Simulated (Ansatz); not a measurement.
One change: `BC[SiH2]SC` becomes `CS[SiH2][SiH3]`.

Ansatz, PBE0-D4/def2-TZVP geometries, multiplicity 1. Each molecule was computed in one conformer, which needn't be the lowest. `BC[SiH2]SC` holds a close contact that its SMILES doesn't draw: S···B 2.10 Å.

```
                               property  `BC[SiH2]SC`
     HOMO energy (PBE0/def2-TZVPP) / eV         -7.45
  LUMO energy (ωB97M-V/def2-TZVPP) / eV          1.46
HOMO–LUMO gap (ωB97M-V/def2-TZVPP) / eV         11.08
      HOMO energy (PBE/def2-TZVPP) / eV         -6.27
    HOMO–LUMO gap (PBE/def2-TZVPP) / eV          5.19
    LUMO energy (B3LYP/def2-TZVPP) / eV         -0.42
```

(1) Give the same properties after the change, and the shifts. (Estimate.)

Answers

(1) The calculation gave: 
```csv
property,`CS[SiH2][SiH3]`,shift
HOMO energy (PBE0/def2-TZVPP) / eV,-6.94,0.51
LUMO energy (ωB97M-V/def2-TZVPP) / eV,1.61,0.15
HOMO–LUMO gap (ωB97M-V/def2-TZVPP) / eV,10.75,-0.33
HOMO energy (PBE/def2-TZVPP) / eV,-5.74,0.53
HOMO–LUMO gap (PBE/def2-TZVPP) / eV,4.72,-0.47
LUMO energy (B3LYP/def2-TZVPP) / eV,-0.32,0.10
```

With PBE0 the HOMO rises by 0.51 eV and the LUMO rises by 0.06 eV, so the gap narrows by about 0.45 eV. PBE moves the HOMO by 0.53 eV and ωB97M-V by 0.48 eV.

Positive LUMOs are unbound, so they and the gaps depend on the basis.

B3LYP here is the variant with VWN-RPA as its local correlation; programs differ in this.
